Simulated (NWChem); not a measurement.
System: GeSiH₃F₃; SMILES [GeH3][Si](F)(F)F

```xyz
8

F      1.4850     1.4760     0.1384
Si    -0.0001     0.8765     0.0002
F     -0.8624     1.4778     1.2163
F     -0.6222     1.4758    -1.3555
Ge    -0.0007    -1.4804     0.0019
H      0.6042    -1.9792     1.3212
H      0.8389    -1.9810    -1.1812
H     -1.4456    -1.9799    -0.1332
```
Atoms are numbered in this order, from 1.

Program: NWChem. The geometry was optimised at PBE0/def2-SVP. B3LYP is NWChem's, with the RPA form of VWN correlation. Vzz is the largest principal value of the second derivative of the potential at the nucleus (NWChem prints the opposite sign); η is the asymmetry. Non-relativistic.

Problem. What does the run give for B3LYP/def2-SVP? Quantities: Vzz Ge5 (a.u.); η Ge5.

Solution. 
- Vzz Ge5 (a.u.) = 0.028
- η Ge5 = 0.00
